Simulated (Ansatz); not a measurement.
Mulliken charges of AlH3S3, SMILES `[SH][Al]([SH])[SH]` from PBE/def2-TZVPP in Ansatz (PBE0-D4/def2-TZVP geometry).

| atom | x (Å) | y (Å) | z (Å) | charge (e) |
| --- | --- | --- | --- | --- |
| S1 | -2.188 | 0.342 | -0.008 | -0.238 |
| Al2 | -0.075 | -0.063 | -0.345 | 0.385 |
| S3 | 1.441 | 0.008 | 1.220 | -0.242 |
| S4 | 0.523 | -0.563 | -2.374 | -0.244 |
| H5 | -2.016 | 0.591 | 1.301 | 0.109 |
| H6 | 0.562 | 0.327 | 2.185 | 0.110 |
| H7 | 1.813 | -0.711 | -2.023 | 0.119 |

**Question.** By hand: the dipole of these point charges (1 e Å = 4.8032 D).

**Answer.** Σ q r = (0.073, 0.046, 0.295) e Å, of length 0.307 e Å = 1.47 D.

**Question.** How does the dipole of the full density compare? (Best estimate.)

**Answer.** Ansatz gave: (0.058, 0.047, 0.290) e Å, 1.44 D; the point charges give 1.02 times that, at 3° from its direction.

Point charges leave out the atoms' own dipoles, such as those of lone pairs, and Mulliken's split depends on the basis, so the close match here is no proof of good charges.
